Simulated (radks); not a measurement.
Task: Mg+, configuration [Ne] 3s1. Calculated with a radial shooting solver on a logarithmic mesh with Libxc functionals: Dirac Kohn-Sham, Wu-Cohen GGA, spin-unpolarised, spherical densities, finite nucleus; Fermi nuclear charge, rms radius 3.057 fm. Some entries of the table are withheld. Estimate them.

orbital  occ.  eigenvalue (hartree)  r(max) (bohr)
1s1/2       2             -46.58654        0.08514
2s1/2       2                   (1)         0.5470
2p1/2       2                   (2)         0.4767
2p3/2       4                   (3)         0.4782
3s1/2       1                   (4)          2.390
3p1/2       0                   (5)          2.921
3p3/2       0                   (6)          2.926

Result: 
(1) 2s1/2 eigenvalue (hartree): -3.26192
(2) 2p1/2 eigenvalue (hartree): -2.05505
(3) 2p3/2 eigenvalue (hartree): -2.04439
(4) 3s1/2 eigenvalue (hartree): -0.41481
(5) 3p1/2 eigenvalue (hartree): -0.25763
(6) 3p3/2 eigenvalue (hartree): -0.25715
